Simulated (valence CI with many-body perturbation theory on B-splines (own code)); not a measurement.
## Pb75+: calculated level list

Computed by configuration interaction combined with many-body perturbation theory (CI+MBPT): five valence electrons over a frozen Dirac-Fock core [He], a basis of 11 s, 11 p, 10 d, 8 f, 5 g, 2 h functions for each j, with the one-electron correlation potential Σ1 (screened to all orders), the two-electron term Σ2, the three-electron term Σ3, Breit, model QED; selected single and double excitations, second order for the rest, scaled by the run's own slope (own B-spline code, finite nucleus).

The last digits are not significant, and no measured levels were compared; by estimate large intervals hold to a few tenths of a per cent, small ones and those within an open d or f shell to about a per cent. Among the levels kept, up to 7700 cm⁻¹ of a level comes from second order outside the variational space, and about a tenth of that is noise between levels of different J, which matters for small intervals.

Levels 136 to 180 of 202, with energies above the lowest level, (2s^2 2p1/2^2 2p3/2) J=3/2. "Leading %" is the weight of the configuration and term that name the level; weights of strongly mixed levels are sums over their largest components and can fall short, so below about 35 % the name and the second component can differ from the true leading terms, or belong to a minority configuration. In the jj column 3d3/2^4 stands for four electrons in 3d with j = 3/2. Lifetimes count E1, E2, E3, M1 and M2 decay at the calculated energies, and are blank where another channel may lead or the interval is too uncertain; long ones can be off by a factor of two.

| No. | Configuration | Term | J | E (eV) | Leading % | Second component | Lifetime | g | Leading jj |
| --- | --- | --- | --- | --- | --- | --- | --- | --- | --- |
| 136 | 2s2.2p2.3d | 2P | 1/2 | 16501 | 32 | 17 % 2s.2p3.3p 4P | 1.02 fs | 1.429 | 2s^2 2p3/2^2 3d5/2 (63 %) |
| 137 | 2s.2p3.3p | 4P | 1/2 | 16506 | 40 | 18 % 2s2.2p2.3d 2P | 1.10 fs | 1.518 | 2s 2p1/2 2p3/2^2 3p3/2 (64 %) |
| 138 | 2s2.2p2.3d | 2P | 3/2 | 16529 | 31 | 18 % 2s2.2p2.3d 2D | 393 as | 1.241 | 2s^2 2p3/2^2 3d5/2 (69 %) |
| 139 | 2s2.2p2.3d | 2D | 5/2 | 16531 | 56 | 15 % 2s2.2p2.3d 2F | 365 as | 1.198 | 2s^2 2p3/2^2 3d5/2 (97 %) |
| 140 | 2s.2p3.3p | 4F | 9/2 | 16538 | 95 |  | 67.4 fs | 1.291 | 2s 2p1/2 2p3/2^2 3p3/2 (95 %) |
| 141 | 2s.2p3.3p | 4P | 3/2 | 16540 | 25 | 18 % 2s.2p3.3p 2D | 693 as | 1.290 | 2s 2p1/2 2p3/2^2 3p3/2 (71 %) |
| 142 | 2s.2p3.3p | 4D | 7/2 | 16540 | 64 | 34 % 2s.2p3.3p 2F | 3.67 fs | 1.285 | 2s 2p1/2 2p3/2^2 3p3/2 (98 %) |
| 143 | 2s.2p3.3p | 2P | 3/2 | 16564 | 56 | 32 % 2s.2p3.3p 4P | 1.52 fs | 1.408 | 2s 2p1/2 2p3/2^2 3p3/2 (98 %) |
| 144 | 2s2.2p2.3d | 2D | 5/2 | 16575 | 65 | 11 % 2s2.2p2.3d 2F | 565 as | 1.182 | 2s^2 2p3/2^2 3d5/2 (97 %) |
| 145 | 2s.2p3.3p | 2D | 5/2 | 16585 | 56 | 26 % 2s.2p3.3p 4P | 1.44 fs | 1.215 | 2s 2p1/2 2p3/2^2 3p3/2 (99 %) |
| 146 | 2s.2p3.3d | 6D° | 3/2 | 16612 | 42 | 21 % 2s.2p3.3d 4D° | 2.99 fs | 1.349 | 2s 2p1/2 2p3/2^2 3d3/2 (100 %) |
| 147 | 2s.2p3.3d | 6D° | 1/2 | 16613 | 49 | 17 % 2s.2p3.3d 4D° | 1.81 fs | 2.248 | 2s 2p1/2 2p3/2^2 3d3/2 (100 %) |
| 148 | 2s.2p3.3d | 6D° | 5/2 | 16617 | 34 | 29 % 2s.2p3.3d 4F° | 1.90 fs | 1.235 | 2s 2p1/2 2p3/2^2 3d3/2 (99 %) |
| 149 | 2s.2p3.3d | 4G° | 7/2 | 16625 | 36 | 26 % 2s.2p3.3d 4D° | 1.02 fs | 1.187 | 2s 2p1/2 2p3/2^2 3d3/2 (99 %) |
| 150 | 2s.2p3.3p | 4P | 3/2 | 16628 | 31 | 25 % 2s.2p3.3p 4D | 3.48 fs | 1.374 | 2s 2p1/2 2p3/2^2 3p3/2 (100 %) |
| 151 | 2s.2p3.3p | 2P | 1/2 | 16645 | 74 | 16 % 2s.2p3.3p 4D | 14.2 fs | 0.696 | 2s 2p1/2 2p3/2^2 3p3/2 (99 %) |
| 152 | 2s.2p3.3p | 4P | 5/2 | 16645 | 52 | 17 % 2s.2p3.3p 4F | 1.76 fs | 1.321 | 2s 2p1/2 2p3/2^2 3p3/2 (99 %) |
| 153 | 2s.2p3.3p | 2F | 7/2 | 16651 | 79 | 14 % 2s.2p3.3p 4F | 1.95 fs | 1.152 | 2s 2p1/2 2p3/2^2 3p3/2 (100 %) |
| 154 | 2s.2p3.3p | 4P | 3/2 | 16654 | 37 | 21 % 2s.2p3.3p 2P | 3.47 fs | 1.345 | 2s 2p1/2 2p3/2^2 3p3/2 (100 %) |
| 155 | 2s.2p3.3d | 2G° | 9/2 | 16659 | 47 | 41 % 2s.2p3.3d 4G° | 44.2 fs | 1.123 | 2s 2p1/2 2p3/2^2 3d3/2 (99 %) |
| 156 | 2s.2p3.3p | 2D | 5/2 | 16660 | 48 | 18 % 2s.2p3.3p 4D | 8.36 fs | 1.227 | 2s 2p1/2 2p3/2^2 3p3/2 (99 %) |
| 157 | 2s.2p3.3p | 2D | 3/2 | 16669 | 36 | 23 % 2s.2p3.3p 2P | 2.34 fs | 1.275 | 2s 2p1/2 2p3/2^2 3p3/2 (100 %) |
| 158 | 2s.2p3.3p | 2P | 1/2 | 16672 | 46 | 20 % 2s.2p3.3p 2S | 1.27 fs | 1.340 | 2s 2p1/2 2p3/2^2 3p3/2 (99 %) |
| 159 | 2s.2p3.3d | 4F° | 7/2 | 16672 | 39 | 29 % 2s.2p3.3d 2F° | 468 as | 1.221 | 2s 2p1/2 2p3/2^2 3d3/2 (99 %) |
| 160 | 2s.2p3.3p | 2D | 5/2 | 16673 | 49 | 21 % 2s.2p3.3p 4D | 9.81 fs | 1.237 | 2s 2p1/2 2p3/2^2 3p3/2 (99 %) |
| 161 | 2s.2p3.3d | 4D° | 5/2 | 16677 | 40 | 30 % 2s.2p3.3d 4P° | 392 as | 1.330 | 2s 2p1/2 2p3/2^2 3d3/2 (99 %) |
| 162 | 2s.2p3.3d | 4P° | 3/2 | 16684 | 44 | 30 % 2s.2p3.3d 4S° | 328 as | 1.604 | 2s 2p1/2 2p3/2^2 3d3/2 (99 %) |
| 163 | 2s.2p3.3p | 2P | 1/2 | 16702 | 61 | 29 % 2s.2p3.3p 4P | 3.42 fs | 1.346 | 2s 2p1/2 2p3/2^2 3p3/2 (100 %) |
| 164 | 2s.2p3.3p | 2D | 3/2 | 16703 | 48 | 30 % 2s.2p3.3p 2P | 3.47 fs | 1.022 | 2s 2p1/2 2p3/2^2 3p3/2 (99 %) |
| 165 | 2s.2p3.3d | 4F° | 3/2 | 16737 | 64 | 13 % 2s.2p3.3d 2D° | 2.42 fs | 0.615 | 2s 2p1/2 2p3/2^2 3d3/2 (98 %) |
| 166 | 2s.2p3.3d | 4D° | 1/2 | 16758 | 78 | 8 % 2s.2p3.3d 4P° | 2.04 fs | 0.421 | 2s 2p1/2 2p3/2^2 3d3/2 (88 %) |
| 167 | 2s.2p3.3d | 4G° | 5/2 | 16763 | 28 | 18 % 2s.2p3.3d 2F° | 3.03 fs | 0.925 | 2s 2p1/2 2p3/2^2 3d3/2 (99 %) |
| 168 | 2s.2p3.3d | 4D° | 3/2 | 16764 | 37 | 28 % 2s.2p3.3d 4F° | 1.96 fs | 0.859 | 2s 2p1/2 2p3/2^2 3d3/2 (99 %) |
| 169 | 2s.2p3.3d | 2G° | 7/2 | 16764 | 63 | 12 % 2s.2p3.3d 6D° | 14.4 fs | 0.992 | 2s 2p1/2 2p3/2^2 3d3/2 (82 %) |
| 170 | 2s.2p3.3d | 6D° | 9/2 | 16764 | 51 | 24 % 2s.2p3.3d 4G° | 114 fs | 1.348 | 2s 2p1/2 2p3/2^2 3d5/2 (100 %) |
| 171 | 2s.2p3.3d | 4D° | 7/2 | 16773 | 49 | 18 % 2s.2p3.3d 6D° | 10.9 fs | 1.293 | 2s 2p1/2 2p3/2^2 3d5/2 (83 %) |
| 172 | 2s.2p3.3d | 2F° | 5/2 | 16777 | 30 | 30 % 2s.2p3.3d 4F° | 4.69 fs | 1.006 | 2s 2p1/2 2p3/2^2 3d3/2 (95 %) |
| 173 | 2s.2p3.3d | 2P° | 1/2 | 16787 | 44 | 24 % 2s.2p3.3d 4D° | 364 as | 0.974 | 2s 2p1/2 2p3/2^2 3d3/2 (88 %) |
| 174 | 2s.2p3.3d | 2F° | 5/2 | 16789 | 44 | 17 % 2s.2p3.3d 2D° | 378 as | 1.022 | 2s 2p1/2 2p3/2^2 3d3/2 (95 %) |
| 175 | 2s.2p3.3d | 2D° | 3/2 | 16792 | 27 | 18 % 2s.2p3.3d 2P° | 350 as | 1.173 | 2s 2p1/2 2p3/2^2 3d3/2 (96 %) |
| 176 | 2s.2p3.3d | 2D° | 3/2 | 16797 | 43 | 25 % 2s.2p3.3d 2P° | 367 as | 1.017 | 2s 2p1/2 2p3/2^2 3d3/2 (97 %) |
| 177 | 2s.2p3.3d | 4D° | 1/2 | 16803 | 46 | 29 % 2s.2p3.3d 2P° | 510 as | 0.639 | 2s 2p1/2 2p3/2^2 3d3/2 (69 %) |
| 178 | 2s.2p3.3d | 4G° | 11/2 | 16811 | 100 |  | 138 fs | 1.237 | 2s 2p1/2 2p3/2^2 3d5/2 (100 %) |
| 179 | 2s.2p3.3d | 4D° | 1/2 | 16813 | 37 | 22 % 2s.2p3.3d 2P° | 359 as | 0.982 | 2s 2p1/2 2p3/2^2 3d5/2 (57 %) |
| 180 | 2s.2p3.3d | 4F° | 9/2 | 16816 | 69 | 29 % 2s.2p3.3d 2G° | 65.4 fs | 1.231 | 2s 2p1/2 2p3/2^2 3d5/2 (100 %) |
